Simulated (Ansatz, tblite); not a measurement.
Cost and result up the ladder for In14As14H34, a nanocrystal cut from wurtzite InAs (hydrogen-capped) (62 atoms). Total charge 0; singlet. Geometry: PBE-D4/def2-SVP.

Cartesian coordinates in Å:
```
As 5.492 -0.584 0.288
In 4.794 -1.690 2.728
In 3.181 -4.578 -0.512
As 2.677 -2.815 1.506
In 4.119 1.449 -0.807
As 3.810 2.883 1.493
In 2.154 -1.199 -3.158
As 1.355 -3.565 -2.279
As 1.694 0.473 -1.137
In 0.882 -0.958 0.947
In 1.387 3.250 2.634
As 0.632 0.729 3.039
In -1.173 -3.755 -1.476
As -1.488 -2.011 0.496
In -2.095 -3.732 2.477
In -1.775 0.769 4.210
As -2.340 -1.839 4.486
As 0.253 -0.322 -4.896
In 0.001 2.452 -1.749
As -0.215 3.829 0.585
In -2.372 -0.018 -4.274
As -2.645 -2.583 -3.454
As -2.416 1.404 -2.058
In -3.305 -0.157 -0.085
In -2.657 4.081 1.653
As -3.196 1.499 2.068
In -4.210 3.262 -2.839
As -4.172 4.703 -0.475
H 6.974 -0.234 0.154
H 5.475 -1.691 -0.765
H 6.019 -2.852 3.132
H 4.308 -0.286 3.644
H 4.733 -4.092 -1.148
H 2.651 -6.156 -0.018
H 1.918 -3.591 2.584
H 4.898 2.392 -2.041
H 4.688 2.246 2.568
H 4.548 4.220 1.423
H 3.736 -1.107 -3.890
H 1.436 -4.459 -3.521
H 1.424 4.348 3.982
H 1.609 0.214 4.096
H -1.754 -5.381 -1.231
H -0.645 -4.587 2.919
H -3.709 -4.339 2.264
H -1.927 1.753 5.637
H -1.611 -2.265 5.761
H -3.740 -1.856 5.100
H 0.357 -1.075 -6.223
H 0.739 1.024 -5.432
H 0.574 3.486 -3.035
H 0.167 5.273 0.247
H -3.340 0.375 -5.667
H -2.711 -3.484 -4.689
H -4.112 -2.741 -3.057
H -4.925 -0.758 -0.343
H -2.789 5.146 3.023
H -4.625 1.541 2.616
H -3.461 4.328 -3.991
H -5.796 2.549 -2.874
H -3.905 6.187 -0.725
H -5.580 4.895 0.090
```

Ansatz on 10 threads of AMD EPYC 7R13 on a shared host and a whole NVIDIA H100 80GB HBM3; xTB runs through tblite on one thread. Times are rough, summed over both states, and most runs start from the orbitals of an earlier one. PBE0-D4/def2-SVP serves as the yardstick here, not as an exact answer. The other state is a doublet.

In the def2 sets In takes a core potential; there is no spin–orbit coupling. The xTB rows come from tblite. Single mean-field runs in def2-SVP are fitted with def2-universal-jkfit.

Raw xTB energies of ions are shifted by several eV.

| level | functions | wall time | vertical IE (eV) | difference from PBE0-D4/def2-SVP (eV) |
| --- | --- | --- | --- | --- |
| GFN2-xTB | 286 | 2.5 s | 11.16 | 3.87 |
| GFN1-xTB | 320 | 2.5 s | 10.28 | 2.99 |
| PBE-D4/def2-SVP | 982 | 23 s | 6.83 | -0.46 |
| PBE0-D4/def2-SVP | 982 | 56 s | 7.29 | 0.00 |
| r2SCANh-D4/def2-SVP (with forces) | 982 | 71 s | 7.14 | -0.14 |
